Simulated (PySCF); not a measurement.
C₂H₆OSi. Atoms are numbered in the order given.

```xyz
10

C     -1.6677    -0.2705    -0.4876
Si    -0.3598     0.7329     0.4059
C      1.3399    -0.1582     0.1454
O      1.4194    -1.1836    -0.4945
H     -1.6896    -1.2968    -0.0892
H     -2.6702     0.1713    -0.3791
H     -1.4247    -0.3338    -1.5596
H     -0.2333     2.1247    -0.1242
H     -0.6053     0.8262     1.8775
H      2.2717     0.2894     0.6005
```

Coordinates come from a B3LYP-D3(BJ)/def2-SVP optimisation. One conformer was computed; it need not be the lowest.

The numbers are results of B3LYP/pcSseg-1 (PySCF), not measurements.

GIAO shieldings, no solvent; atoms alike by connectivity are averaged. δ = σ(ref) − σ: ¹³C against TMS (σ = 181.3 ppm); ²⁹Si against TMS (σ = 338.7 ppm); ¹⁷O against H2O (σ = 333.8 ppm); ¹H against TMS (σ = 31.68 ppm), references at their B3LYP-D3(BJ)/def2-TZVP geometries, non-relativistic.

```csv
nucleus,atoms,count,δ (ppm)
¹³C,C3,1,247.3
¹³C,C1,1,-9.3
²⁹Si,Si2,1,-53.4
¹⁷O,O4,1,946.0
¹H,H10,1,12.39
¹H,"H8, H9",2,4.47
¹H,"H5, H6, H7",3,0.58
```
